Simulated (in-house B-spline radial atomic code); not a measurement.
# BSE on G0W0@HF excitations of the lutetium ion Lu³⁺

Method: BSE on G0W0@HF. Computed with a B-spline radial code for spherical atoms: linear response of the closed shell [Xe] 4f14 with a statically screened interaction on G0W0 levels; scalar-relativistic (spin-free one-electron X2C), finite nucleus, no spin-orbit coupling, no double excitations, S, P, D and F terms only; shells from n = 3 respond. Only terms of natural parity with L up to 3 were computed.

Spin-orbit coupling is strong here, so these LS terms don't match observed levels.

Command:
```bash
python run_td.py task.json out
```
Settings (radii: box in bohr, nucleus in fm):
```
Z                        71
electrons                68
configuration            [Xe] 4f14
hamiltonian              x2c
method                   bse
box_radius               23.08
rms_radius               5.37
intervals                71
```

Cost of the run: 12 s on 1 thread of Arm Neoverse N1, on a shared host.

The lowest states, in the order of their Tamm-Dancoff energies; the method's threshold (minus the highest G0W0 level) is 45.37 eV. Labels give the largest channel, * marks a mixed state, and oscillator strengths are full-response dipole values. Energies in eV:

```csv
state,full response,Tamm-Dancoff,oscillator strength
4f → 5d 3P,11.262,11.320,-
4f → 5d 3F,12.269,12.295,-
4f → 5d 1F,12.805,12.816,-
4f → 5d 1P,13.361,13.722,0.136
4f → 6s 3F,?,?,-
4f → 6s 1F,14.806,14.811,-
4f → 6p 3D,21.310,21.315,-
4f → 6p 1D,21.567,21.581,-
4f → 6d 3P,29.478,29.489,-
4f → 7s 3F,?,?,-
```

Task: Where does 4f → 7s 3F lie?

Result: At 29.563 eV in full response, 29.565 eV in Tamm-Dancoff.

Task: Where does 4f → 6s 3F lie?

Result: At 14.658 eV in full response, 14.663 eV in Tamm-Dancoff.

Task: How large is the singlet-triplet splitting of 4f → 5d (F terms) in Tamm-Dancoff?

Result: 0.52 eV, from the unrounded values.

Task: What polarisabilities and dispersion coefficient does the method give?

Result: Dipole 4.175 bohr³, quadrupole 7.465 bohr⁵, C6 20.11 hartree·bohr⁶ for two such species.
